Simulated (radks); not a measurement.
Q: Valence configurations of Bi3+. Method: Dirac Kohn-Sham, BLYP, spin-unpolarised, spherical densities, finite nucleus; open shells fill j = l - 1/2 first; Fermi nuclear charge, rms radius 5.5211 fm; computed with a radial shooting solver on a logarithmic mesh with Libxc functionals. Order these by energy: [Xe] 4f13 5d10 6s1 6p2; [Xe] 4f14 5d9 6s2 6p1; [Xe] 4f14 5d9.5 6s2 6p0.5; [Xe] 4f14 5d8 6s2 6p2; [Xe] 4f14 5d10 6s1 6p1; [Hg]; [Xe] 4f13 5d10 6s2 6p1; [Xe] 4f14 5d9 6s1 6p2; [Xe] 4f12 5d10 6s2 6p2; [Xe] 4f14 5d10 6p2.

A: From the lowest, in eV above it: [Hg] 0.000; [Xe] 4f14 5d10 6s1 6p1 10.005; [Xe] 4f14 5d9.5 6s2 6p0.5 11.978; [Xe] 4f14 5d10 6p2 20.124; [Xe] 4f14 5d9 6s2 6p1 24.619; [Xe] 4f14 5d9 6s1 6p2 35.101; [Xe] 4f14 5d8 6s2 6p2 51.902; [Xe] 4f13 5d10 6s2 6p1 156.56; [Xe] 4f13 5d10 6s1 6p2 167.18; [Xe] 4f12 5d10 6s2 6p2 331.60. NIST lists [Hg] as the ground configuration; this level of theory agrees among the configurations tried. The energies are those of spherical spin-averaged densities, not of single terms.
